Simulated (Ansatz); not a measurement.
Start from `CB[SiH](O)I` and change one element to get `CB[SiH](O)Cl`.

Ansatz, PBE0-D4/def2-TZVP geometries, multiplicity 1. Each molecule was computed in one conformer, which needn't be the lowest.

Elements past krypton have def2 core potentials.

| property | `CB[SiH](O)I` |
| --- | --- |
| LUMO energy (ωB97M-V/def2-TZVPP) / eV | 0.05 |
| LUMO energy (PBE0/def2-TZVPP) / eV | -1.83 |
| HOMO energy (ωB97M-V/def2-TZVPP) / eV | -9.40 |
| HOMO–LUMO gap (ωB97M-V/def2-TZVPP) / eV | 9.45 |
| HOMO–LUMO gap (PBE/def2-TZVPP) / eV | 3.54 |
| HOMO energy (PBE0/def2-TZVPP) / eV | -7.34 |

Task: What does the change do to each property? (An estimate is asked.)

Result: Computed: 
```csv
property,`CB[SiH](O)Cl`,shift
LUMO energy (ωB97M-V/def2-TZVPP) / eV,-0.05,-0.10
LUMO energy (PBE0/def2-TZVPP) / eV,-2.03,-0.20
HOMO energy (ωB97M-V/def2-TZVPP) / eV,-9.88,-0.48
HOMO–LUMO gap (ωB97M-V/def2-TZVPP) / eV,9.83,0.38
HOMO–LUMO gap (PBE/def2-TZVPP) / eV,3.47,-0.07
HOMO energy (PBE0/def2-TZVPP) / eV,-7.73,-0.39
```

With PBE0 the HOMO falls by 0.39 eV and the LUMO falls by 0.20 eV, so the gap widens by about 0.19 eV. PBE moves the HOMO by -0.20 eV and ωB97M-V by -0.48 eV.

Spin–orbit coupling is left out; it splits and shifts lone-pair levels of the heavy atoms by tenths of an eV.
